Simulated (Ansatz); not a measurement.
Bi(OH)(SiH3)2 (BiH7OSi2), SMILES [OH][Bi]([SiH3])[SiH3].

Coordinates come from a PBE0-D3(BJ)/def2-SVP optimisation. The structure was generated by enumeration; whether it is a known compound was not checked. The def2 effective core potentials stand for the cores of Bi; spin–orbit coupling is left out. One conformer was computed; it need not be the lowest.

Two levels are set side by side: PBE/def2-SVPD (Ansatz, an electronic-structure program) and PBE0/def2-SVPD (Ansatz). Energy differences of separate SCF runs at the same geometry; the states with an electron removed or added have multiplicity 2 and 2. Differences are taken from unrounded values.

```csv
quantity,PBE
vertical ionisation energy (eV),8.71
vertical singlet–triplet gap (eV),3.51
```

Problem. These are the PBE values. What does PBE0 give? (An estimate is asked for; the answer gives what the named calculation found.)

Solution. 
```csv
quantity,PBE0,PBE minus PBE0
vertical ionisation energy (eV),9.00,-0.29
vertical singlet–triplet gap (eV),3.76,-0.25
```
